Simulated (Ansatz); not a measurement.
Geometry optimisation, Ansatz 0.2.0, RKS PBE0/def2-SVP.

The input (input.yaml):

```yaml
crystal:
  periodic: [false, false, false]
  atoms:
    - { symbol: Ge, position_ang: [-0.949741, -0.168175, 0.088046] }
    - { symbol: H, position_ang: [-0.656104, -1.40917, -0.716266] }
    - { symbol: C, position_ang: [0.940863, 0.267715, -0.026738] }
    - { symbol: H, position_ang: [-1.449355, -0.485621, 1.505417] }
    - { symbol: H, position_ang: [-1.878013, 0.805837, -0.65404] }
    - { symbol: H, position_ang: [1.256085, 1.164255, 0.531954] }
    - { symbol: H, position_ang: [1.218891, 0.414487, -1.083639] }
    - { symbol: H, position_ang: [1.517374, -0.589328, 0.355268] }
basis:
  gaussian: { orbitals: def2-SVP }
hamiltonian:
  xc: pbe0
relax:
  f_tol: 0.03
  max_steps: 50
output:
  orbitals: {}
```

Launched with:

```bash
$ ansatz run input.yaml --threads 2 --pin off --max-ram 3072MiB --backend cpu --events-out ev --progress --plain --runs-dir out
```

Task: Where does it end, and by what steps?

Result: The forces met the threshold. After 4 steps the energy has fallen by 0.310 eV; H2 moved furthest, 0.45 Å.

```json
{"step": "0", "energy less start (eV)": "0.0000", "largest force component (eV/Å)": "0.946", "accepted": "yes"}
{"step": "1", "energy less start (eV)": "-0.2241", "largest force component (eV/Å)": "0.388", "accepted": "yes"}
{"step": "2", "energy less start (eV)": "-0.2848", "largest force component (eV/Å)": "0.231", "accepted": "yes"}
{"step": "3", "energy less start (eV)": "-0.3091", "largest force component (eV/Å)": "0.087", "accepted": "yes"}
{"step": "4", "energy less start (eV)": "-0.3097", "largest force component (eV/Å)": "0.005", "accepted": "yes"}
```

```xyz
8
Properties=species:S:1:pos:R:3
Ge -0.881 -0.260 0.018
H -1.069 -1.575 -0.764
C 0.992 0.293 -0.020
H -1.347 -0.482 1.470
H -1.774 0.822 -0.623
H 1.130 1.222 0.551
H 1.319 0.467 -1.055
H 1.630 -0.487 0.422
```

The run took 6.4 s on 2 threads of Arm Neoverse V2, with other jobs on the host, peak memory 0.15 GiB.
